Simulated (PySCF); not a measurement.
First SCF of a structure search on singlet NSe₂⁻, at a hand-made linear geometry. PySCF input:

```python
from pyscf import gto, scf, dft
mol = gto.M(atom='''
N      0.000000     0.000000     0.000000
Se     0.000000     0.000000     1.670000
Se     0.000000     0.000000    -1.670000''',
    basis={'N': 'def2-TZVPD', 'Se': 'def2-TZVPD'},
    charge=-1, spin=0)
mf = dft.RKS(mol, xc='PBE0')
mf.grids.atom_grid = (50, 194)
aux = {'N': 'def2-universal-JKFIT', 'Se': 'def2-universal-JKFIT'}
mf = mf.density_fit(auxbasis=aux)
mf.conv_tol = 1e-08
mf.diis_space = 10
mf.max_cycle = 60
mf.init_guess = 'minao'
mf.verbose = 4
mf.kernel()
```

Excerpt of the output (cycles and frontier levels):

```
init E= -4855.82407853918
cycle= 1 E= -4857.17507551537  delta_E= -1.35  |g|= 0.466  |ddm|= 2.21
  HOMO = 0.0992936053963334  LUMO = 0.13005538026034  gap/eV = 0.83707
cycle= 2 E= -4857.07581896158  delta_E= 0.0993  |g|= 0.776  |ddm|= 1.06
  HOMO = 0.0281468282455251  LUMO = 0.0740360409166527  gap/eV = 1.24871
cycle= 3 E= -4857.20620124313  delta_E= -0.13  |g|= 0.243  |ddm|= 0.631
  HOMO = 0.0268404294912941  LUMO = 0.0751627859735464  gap/eV = 1.31492
cycle= 4 E= -4857.21864069855  delta_E= -0.0124  |g|= 0.00623  |ddm|= 0.152
  HOMO = 0.0259200150073013  LUMO = 0.075799266459903  gap/eV = 1.35728
cycle= 5 E= -4857.21865099036  delta_E= -1.03e-05  |g|= 0.00445  |ddm|= 0.0159
  HOMO = 0.0251226176997932  LUMO = 0.0750641433080546  gap/eV = 1.35898
cycle= 6 E= -4857.21865652967  delta_E= -5.54e-06  |g|= 0.000997  |ddm|= 0.00567
  HOMO = 0.0251973037064843  LUMO = 0.0751307340824638  gap/eV = 1.35876
cycle= 7 E= -4857.21865668548  delta_E= -1.56e-07  |g|= 0.000235  |ddm|= 0.0012
  HOMO = 0.0251409165978629  LUMO = 0.0750772958893435  gap/eV = 1.35884
cycle= 8 E= -4857.21865669905  delta_E= -1.36e-08  |g|= 3.41e-05  |ddm|= 0.000361
  HOMO = 0.0251392450031673  LUMO = 0.0750771827683678  gap/eV = 1.35888
cycle= 9 E= -4857.21865669949  delta_E= -4.42e-10  |g|= 4.71e-06  |ddm|= 6.86e-05
  HOMO = 0.0251384976290581  LUMO = 0.0750764267864739  gap/eV = 1.35888
Extra cycle  E= -4857.21865669949  delta_E= 4.55e-12  |g|= 8.76e-06  |ddm|= 1.62e-05
converged SCF energy = -4857.21865669949
```

No lower solution of this spin was found by a stability analysis within the restricted form, which does not test spin polarisation.

At the minimum of this search the closed-shell solution is unstable towards spin polarisation, so a lower open-shell solution exists.

The search for the lowest solution, with the stability check, took 6.2 s on 2 threads of a shared AMD EPYC 9R45 96-Core (Zen 5) host, with 151 basis functions; the process peaked at 0.45 GiB.
